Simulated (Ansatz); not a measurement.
# Pulling the pair apart

The pair of Cl⁻ (SMILES [Cl-], atom 1) and H₂Te (SMILES [TeH2], atoms 2–4), both closed shells, in one local arrangement (a lower one may exist), relaxed at PBE0-D4/def2-TZVPD:

```
4
angstrom
Cl -0.0269 -0.0981 -2.6100
Te 0.2389 0.5445 0.2794
H 0.2161 0.5174 1.9994
H -0.4281 -0.9640 0.3311
```

H₂Te is shifted rigidly along the line between the mean atom positions of the two fragments (negative: closer). Counterpoise interaction energies in kcal/mol. Ansatz 0.2.0; basis: def2-TZVPPD; cores frozen in the correlated methods. Filled d shells of the heavier atoms are correlated. Core potentials replace the inner electrons of the atoms past krypton. The def2 sets are not built for correlating such inner shells, so the correlated values are less sure here.

| shift (Å) | PBE-D4 | MP2 | HF |
| --- | --- | --- | --- |
| -0.30 | -13.27 | -8.37 | -1.37 |
| -0.15 | -15.77 | -11.34 | -5.45 |
| 0.00 | -16.46 | -12.49 | -7.60 |
| 0.15 | -16.10 | -12.55 | -8.53 |
| 0.36 | -14.73 | -11.68 | -8.65 |
| 0.74 | -11.43 | -9.12 | -7.37 |
| 1.49 | -6.40 | -5.06 | -4.45 |
| 2.97 | -2.23 | -1.74 | -1.64 |

Q: What does CCSD(T) give at these shifts? (To be estimated.)

A: Computed: -6.85, -10.12, -11.52, -11.79, -11.15, -8.86, -4.99, -1.73 kcal/mol. For zero shift, CCSD(T) at an estimated basis limit (MP2 extrapolated from triple and quadruple zeta, plus CCSD(T) − MP2 in triple zeta) gives -13.83 kcal/mol. These are counterpoise interaction energies, counted from the two frozen fragments.

No T1 diagnostic of these runs exceeds 0.011.

For scale, one of the runs: CCSD(T)/def2-TZVPPD, 144 basis functions, launched by `ansatz run in.yaml --threads 2 --pin off --events-out ev --progress --plain --max-ram 5222MiB`. The run took 13 s on 2 CPU threads of an Arm Neoverse V1 (shared host), with 0.7 GiB of host memory at its peak.
